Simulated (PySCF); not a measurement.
Be(H)(GeH3), H₄BeGe, SMILES [BeH][GeH3] (PBE0/def2-SVP optimised geometry):

```
6

Be     0.734    -0.356     0.000
H      2.074    -0.356     0.001
Ge    -1.476    -0.356     0.000
H     -2.074    -1.069    -1.234
H     -2.073    -1.069     1.235
H     -2.073     1.069     0.000
```

Computed with PBE0/def2-TZVP (PySCF 2.14.0).

### Question
What are the frontier orbital energies and the dipole moment?

### Answer
HOMO-2 -9.35 eV, HOMO-1 -9.35 eV, HOMO -7.88 eV, LUMO -1.33 eV, LUMO+1 -1.33 eV; dipole moment 0.50 D.

On the same geometry PBE/def2-TZVP run with PySCF gives HOMO-2 -8.10 eV, HOMO-1 -8.10 eV, HOMO -6.76 eV, LUMO -2.13 eV, LUMO+1 -2.13 eV; dipole moment 0.41 D.

Meta-Löwdin charges at PBE0/def2-TZVP: Be1 0.98, H2 -0.49, Ge3 -0.38, H4 -0.04, H5 -0.04, H6 -0.04.
